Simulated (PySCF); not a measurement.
Species: C7H9FO2SSi.
SMILES with atom numbers: `[F:1][CH2:2][c:3]1[cH:4][cH:5][s:6][c:7]1[SiH:8]1[O:9][CH2:10][CH2:11][O:12]1` (hydrogens: H13, H14 on C2; H15 on C4; H16 on C5; H17 on Si8; H18, H19 on C10; H20, H21 on C11)

The closed-shell ground state was solved at several levels (PySCF, density fitting, gas phase, non-relativistic). The structure is a single PBE0-D3(BJ)/def2-SVP conformer in the gas phase; no vibrational or solvent corrections.

```csv
level,basis functions,total energy (Eh),HOMO (eV),LUMO (eV),gap (eV),dipole (D)
PBE0/pcSseg-1,263,-1209.2774,-7.10,-0.91,6.19,2.43
HF/pcSseg-1,263,-1205.8740,-9.15,2.57,11.72,2.71
```

Task: What might PBE0/def2-SVPD (332 basis functions) give for the same quantities?

Result: Total energy -1208.8017 Eh, HOMO -7.13 eV, LUMO -0.95 eV, gap 6.18 eV, dipole 2.48 D.

Task: How far do the dipole and the HOMO energy spread over the levels?

Result: The dipole runs from 2.43 to 2.71 D (mean 2.54 D) and the HOMO from -9.15 to -7.10 eV.
